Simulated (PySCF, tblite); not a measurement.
Isomers of C4H11NOSi. Calculated harmonic vibrations of the isolated species, GFN2-xTB (tblite), most abundant isotopes, no scaling. This tight-binding method is rough: wavenumbers can miss measured ones by several per cent, in bad cases by 10 to 20. Modes of hydrogen on silicon can be 10 to 20 % off. One conformer each.

Electronic energies: PBE0/pcSseg-1 single points on the GFN2-xTB geometries (PySCF, gas phase).

```tsv
SMILES	electronic energy, lowest = 0 (kcal/mol)
CCC/C=N\[SiH2]O	11.4
CO[Si@@H]1CCCN1	0.0
C=CC[Si@@H](O)NC	6.1
C=N[Si@H](C)OCC	14.3
```

Problem. How do GFN2-xTB zero-point energies change the relative energies?

Solution. 
```json
{"SMILES": "CO[Si@@H]1CCCN1", "ZPE (kcal/mol)": "93.7", "of it from modes above 1550 cm⁻¹": "46.2", "electronic (kcal/mol)": "0.0", "with ZPE, lowest = 0 (kcal/mol)": "0.0", "lowest mode (cm⁻¹)": "68", "rings": "1"}
{"SMILES": "C=CC[Si@@H](O)NC", "ZPE (kcal/mol)": "91.0", "of it from modes above 1550 cm⁻¹": "50.4", "electronic (kcal/mol)": "6.1", "with ZPE, lowest = 0 (kcal/mol)": "3.4", "lowest mode (cm⁻¹)": "36", "rings": "0"}
{"SMILES": "CCC/C=N\\[SiH2]O", "ZPE (kcal/mol)": "90.4", "of it from modes above 1550 cm⁻¹": "48.5", "electronic (kcal/mol)": "11.4", "with ZPE, lowest = 0 (kcal/mol)": "8.2", "lowest mode (cm⁻¹)": "20", "rings": "0"}
{"SMILES": "C=N[Si@H](C)OCC", "ZPE (kcal/mol)": "90.5", "of it from modes above 1550 cm⁻¹": "48.5", "electronic (kcal/mol)": "14.3", "with ZPE, lowest = 0 (kcal/mol)": "11.2", "lowest mode (cm⁻¹)": "36", "rings": "0"}
```

The zero-point energies span 3.3 kcal/mol, from `CCC/C=N\[SiH2]O` to `CO[Si@@H]1CCCN1`. The order is unchanged.

Problem. And how do the electronic energies of GFN2-xTB itself compare?

Solution. `CO[Si@@H]1CCCN1` 0.0; `C=CC[Si@@H](O)NC` 21.3; `CCC/C=N\[SiH2]O` 3.7; `C=N[Si@H](C)OCC` 23.1 kcal/mol, lowest = 0. Against the energies above, taken from the same isomer `CO[Si@@H]1CCCN1`, the largest difference is 15.2 kcal/mol.

Problem. What do entropy and thermal enthalpy add at 298.15 K and 1 bar (rigid rotor, harmonic oscillator, one conformer each)?

Solution. 
```json
{"SMILES": "CO[Si@@H]1CCCN1", "point group": "C1", "symmetry number": "1", "S (cal/(mol K))": "92.4", "H − H(0) (kcal/mol)": "6.21", "ZPE + H − H(0) − TS (kcal/mol)": "72.3"}
{"SMILES": "C=CC[Si@@H](O)NC", "point group": "C1", "symmetry number": "1", "S (cal/(mol K))": "101.1", "H − H(0) (kcal/mol)": "7.23", "ZPE + H − H(0) − TS (kcal/mol)": "68.1"}
{"SMILES": "C=N[Si@H](C)OCC", "point group": "C1", "symmetry number": "1", "S (cal/(mol K))": "102.4", "H − H(0) (kcal/mol)": "7.34", "ZPE + H − H(0) − TS (kcal/mol)": "67.3"}
```

Not tabulated: `CCC/C=N\[SiH2]O` (lowest mode only 20 cm⁻¹).
